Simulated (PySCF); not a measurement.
Frontier orbitals and the lowest excitations

Compound: CH11NSi3.
Structure used (GFN2-xTB), in Å, numbered top down from 1:
```xyz
16
CH11NSi3 angstrom
Si    -2.5406   -0.0534    0.6164
C     -0.7858   -0.6306    1.1080
N      0.0106   -1.1077   -0.0060
Si     1.0410   -0.1074   -0.9533
Si     2.4161    1.0463    0.4904
H     -2.4391    1.0421   -0.3467
H     -3.2373   -1.1854   -0.0015
H     -3.2466    0.3783    1.8222
H     -0.2380    0.1886    1.5797
H     -0.8533   -1.4316    1.8554
H     -0.4413   -1.8818   -0.4696
H      0.3166    0.8091   -1.8658
H      1.7014   -1.0916   -1.8204
H      2.8973    0.2593    1.6310
H      1.7761    2.2328    1.0778
H      3.6152    1.5419   -0.1939
```

Method: TDDFT CAM-B3LYP/def2-SVPD, vertical, gas phase, core orbitals frozen in the response in PySCF 2.14.0, density-fitted response routines.

Kohn–Sham orbitals with the atoms that hold most of them (Löwdin shares over 4%, at most four atoms; ? is withheld):

```json
{"orbital": "LUMO+2", "ε (eV)": "1.33", "atoms": "Si5 26%, Si4 26%, H12 9%, Si1 9%"}
{"orbital": "LUMO+1", "ε (eV)": "1.09", "atoms": "Si5 32%, Si1 14%, Si4 10%, H15 8%"}
{"orbital": "LUMO", "ε (eV)": "0.65", "atoms": "?"}
{"orbital": "HOMO", "ε (eV)": "?", "atoms": "?"}
{"orbital": "HOMO-1", "ε (eV)": "-9.90", "atoms": "Si5 32%, Si4 30%, N3 7%, H13 6%"}
{"orbital": "HOMO-2", "ε (eV)": "-10.72", "atoms": "Si4 21%, Si5 17%, H13 13%, H15 13%"}
{"orbital": "HOMO-3", "ε (eV)": "-11.02", "atoms": "Si1 24%, C2 14%, H6 14%, H7 13%"}
```

(1) Which atoms hold the LUMO, and with what shares?

(2) Which atoms hold the HOMO, and with what shares?

(3) What is the HOMO energy, and the HOMO–LUMO gap?

Answers

(1) Si4 (bonded to N, Si and 2 H) 23%; Si5 (bonded to Si and 3 H) 14%; Si1 (bonded to C and 3 H) 11%; C2 (bonded to N, Si and 2 H) 7%. By element: silicon 47%, carbon 7%.

(2) N3 (bonded to C, Si and H) 48%; C2 (bonded to N, Si and 2 H) 14%; Si4 (bonded to N, Si and 2 H) 9%; Si1 (bonded to C and 3 H) 8%. By element: nitrogen 48%, silicon 17% or more, carbon 14%.

(3) ε(HOMO) = -7.84 eV; the gap is 8.49 eV (0.3119 hartree).

Q: The HOMO–LUMO gap is 8.49 eV. Where does the response calculation put the lowest singlet, and from which orbitals?

A: S1 is at 5.21 eV (f = 0.0008), 3.28 eV below the gap, made of HOMO→LUMO (95%). 

Next come S2 at 6.12 eV (f 0.0041), HOMO→LUMO+2 (53%), HOMO→LUMO+1 (31%); S3 at 6.31 eV (f 0.019), HOMO→LUMO+1 (53%), HOMO→LUMO+2 (29%); S4 at 6.63 eV (f 0.0042), HOMO→LUMO+4 (51%), HOMO→LUMO+3 (21%), HOMO→LUMO+6 (15%); S5 at 6.87 eV (f 0.050), HOMO→LUMO+3 (36%), HOMO→LUMO+7 (26%), HOMO→LUMO+5 (14%).

One conformer stands for the species.

Without π bonds the low states are Rydberg-like; a valence basis with one diffuse set may place them up to an eV too high.
